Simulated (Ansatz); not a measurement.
Cost and result for the atomization energy of `O[Si](O)(F)Cl` (7 atoms, 6 bonds).

Charge 0, multiplicity 1. The geometry is a stationary point of PBE0-D4/def2-TZVP. It is one conformer, not always the lowest. Program: Ansatz. Hardware: A = 2 threads of an AMD EPYC 7R13 on a shared host; B = 2 threads of an AMD EPYC 7R13 on a shared host and a share of an NVIDIA H100 80 GB. Times are those of one run each, without the atoms' runs, and a repeat can differ threefold. Electronic energies, without spin–orbit coupling; frozen cores. CCSD(T)/CBS extrapolates def2-TZVPP and def2-QZVPP, and its time is that of the two runs behind it. T1 = 0.011. B3LYP takes the VWN-RPA correlation (the form of Gaussian; ORCA's B3LYP/G).

CCSD(T)/CBS is a level of theory with its own doubt, some kJ/mol a heavy atom from the limit and from the frozen cores, so smaller differences don't rank the functionals.

| level | functions | wall time |
| --- | --- | --- |
| PBE-D4/def2-TZVPP (with forces) [A] | 205 | 2.8 s |
| PBE0-D4/def2-TZVPP [A] | 205 | 3.2 s |
| r2SCAN-D4/def2-TZVPP (with forces) [A] | 205 | 4.6 s |
| CCSD(T)/def2-TZVPP [B] | 205 | 4.9 s |
| B3LYP-D4/def2-TZVPP (with forces) [A] | 205 | 5.5 s |
| B2PLYP/def2-TZVPP [A] | 205 | 5.5 s |
| ωB97X-V/def2-TZVPP [A] | 205 | 8 s |
| ωB97M-V/def2-TZVPP (with forces) [A] | 205 | 11 s |
| CCSD(T)/def2-QZVPP [B] | 371 | 14 s |
| CCSD(T)/CBS(def2) | – | 18 s |

Question: What atomization energy does each give, and how far from CCSD(T)/CBS? (An estimate is asked.)

Answer: Ansatz gave: 
```
                                 level  atomization (kJ/mol)  difference from CCSD(T)/CBS  per bond
   PBE-D4/def2-TZVPP (with forces) [A]                2912.3                          4.0       0.7
                PBE0-D4/def2-TZVPP [A]                2837.9                        -70.4     -11.7
r2SCAN-D4/def2-TZVPP (with forces) [A]                2888.1                        -20.2      -3.4
                CCSD(T)/def2-TZVPP [B]                2801.0                       -107.3     -17.9
 B3LYP-D4/def2-TZVPP (with forces) [A]                2841.6                        -66.7     -11.1
                 B2PLYP/def2-TZVPP [A]                2839.0                        -69.3     -11.5
                ωB97X-V/def2-TZVPP [A]                2880.7                        -27.6      -4.6
  ωB97M-V/def2-TZVPP (with forces) [A]                2890.9                        -17.4      -2.9
                CCSD(T)/def2-QZVPP [B]                2866.1                        -42.2      -7.0
                     CCSD(T)/CBS(def2)                2908.3                          0.0       0.0
```

In def2-TZVPP, CCSD(T) changes the Hartree–Fock value by +746.4 kJ/mol (the triples alone add +49.8 kJ/mol) and MP2 by +869.6 kJ/mol; breaking electron pairs costs correlation energy, which Hartree–Fock lacks. From PBE to PBE0 (25 % exact exchange), in def2-TZVPP and without D4, the atomization energy moves by −71.7 kJ/mol: exact exchange takes away binding that semilocal exchange gives to molecules. The D4 term adds +27.1 kJ/mol with B3LYP and +13.9 kJ/mol with PBE0; it sums over pairs of atoms, weighted by their polarisabilities, and B3LYP, whose exchange is more repulsive, gets the larger term.
